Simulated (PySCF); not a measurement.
Structure problem from calculated spectra and properties.

Formula: C2H14N2Si4.

* Valence photoelectron: vertical ionisation energy: 8.33 eV [ΔSCF PBE0/def2-SVPD]
* 13C NMR: chemical shifts (computed TMS as zero) by class: 43.0 (1 C), 13.5 (1 C) ppm [GIAO CAM-B3LYP/pcSseg-1]
* NMR, other nuclei: isotropic shieldings of nuclei other than C and H, by class: 258 (1 N), 260 (1 N), 368 (1 Si), 376 (1 Si), 395 (2 Si) ppm [GIAO CAM-B3LYP/pcSseg-1]
* Rotational structure: rotational constants A, B, C: 1.600, 0.620, 0.546 GHz [PBE0-D3(BJ)/def2-SVP]
* Dipole: 1.12 D [PBE0/def2-SVPD]
* XPS: Si2p3/2 106.6, Si2p3/2 106.7, Si2p3/2 106.8 (×2), C1s 290.0, C1s 291.1, N1s 403.8, N1s 404.0, Si1s 1846.5, Si1s 1846.6, Si1s 1846.7 (×2) eV [ΔSCF SCAN, pcX-2 on the ionised atom, pcseg-1 elsewhere, spin-free X2C, 2p3/2 from a spin–orbit splitting computed afterwards within the 2p shell]
* Polarisability: 142.1 au [PBE0/def2-SVPD]
* 1H NMR: chemical shifts (computed TMS as zero) by class: 5.02 (1 H), 4.84 (1 H), 4.74 (1 H), 4.71 (1 H), 4.58 (6 H), 2.59 (1 H), 1.47 (1 H), 1.35 (1 H), -0.38 (1 H) ppm [GIAO CAM-B3LYP/pcSseg-1]
* UV, first state: lowest singlet excitation: 5.39 eV (230 nm, f = 0.005) [TDDFT PBE0/def2-SVPD]

Electronic properties: PySCF, gas phase, density fitting. Levels stand in brackets. Isolated species at its PBE0-D3(BJ)/def2-SVP geometry (one conformer only). NMR classes are plain means over equivalent atoms (diastereotopic ones count apart unless rotation or inversion swaps them), as if these changed places fast.

**Question.** Give a SMILES that accounts for the data.

**Answer.** Numbering: `[SiH3:1][N:2]([SiH3:3])[C@@H:4]1[CH2:5][SiH2:6][NH:7][SiH2:8]1`. Its formula, C2H14N2Si4, gives 1 degree of unsaturation: 1 ring and 0 π bonds in the structure found. 2 carbons fall into 2 classes; from least to most shielded: ring sp3 carbon bound to nitrogen [C4] (43.0 ppm), ring sp3 carbon bound to silicon [C5] (13.5 ppm). Hydrogen classes from least to most shielded: 1 H on an SiH2 silicon, Si8 (5.02 ppm), 1 H on an SiH2 silicon, Si6 (4.84 ppm), 1 H on an SiH2 silicon, Si6 (4.74 ppm), 1 H on an SiH2 silicon, Si8 (4.71 ppm), 6 H on 2 SiH3 silicons, Si1/Si3 (4.58 ppm), 1 H on an sp3 carbon bound to nitrogen, C4 (2.59 ppm), 1 H on an sp3 carbon bound to silicon, C5 (1.47 ppm), 1 H on an sp3 carbon bound to silicon, C5 (1.35 ppm), 1 H on a nitrogen bridging silicon atoms, N7 (-0.38 ppm). The other shieldings belong to: 258 ppm, nitrogen bridging silicon atoms [N7]; 260 ppm, nitrogen bridging silicon atoms [N2]; 368 ppm, SiH2 silicon [Si6]; 376 ppm, SiH2 silicon [Si8]; 395 ppm, SiH3 silicon [Si1/Si3]. The core levels belong to: Si2p3/2 106.6 eV, SiH2 silicon [Si8]; Si2p3/2 106.7 eV, SiH2 silicon [Si6]; Si2p3/2 106.8 eV, SiH3 silicon [Si1/Si3]; C1s 290.0 eV, sp3 carbon bound to silicon [C5]; C1s 291.1 eV, sp3 carbon bound to nitrogen [C4]; N1s 403.8 eV, nitrogen bridging silicon atoms [N2]; N1s 404.0 eV, nitrogen bridging silicon atoms [N7]; Si1s 1846.5 eV, SiH2 silicon [Si8]; Si1s 1846.6 eV, SiH2 silicon [Si6]; Si1s 1846.7 eV, SiH3 silicon [Si1/Si3]. One atom of each topological class was ionised and stands for its class. The first electron is taken from the HOMO, whose largest Löwdin shares are 0.45 on a nitrogen bridging silicon atoms, 0.09 on the sp3 carbon bound to nitrogen and 0.07 on each of 2 atoms of one kind (SiH3 silicon). The optimised geometry has point group C1 and is an asymmetric top. Structure: `[SiH3]N([SiH3])[C@@H]1C[SiH2]N[SiH2]1`. Computed isomers that give other values at the same levels: `[SiH3]N([SiH3])[Si@@H]1CC[SiH2]N1` (core binding energies: Si2p3/2 106.6, Si2p3/2 106.7, Si2p3/2 106.9 (×2), C1s 290.0, C1s 290.1, N1s 403.5, N1s 403.9, Si1s 1846.5, Si1s 1846.7, Si1s 1846.8 (×2) eV). The assignments are read from this structure; whether some other isomer fits the data as well wasn't checked. The mirror image fits equally.
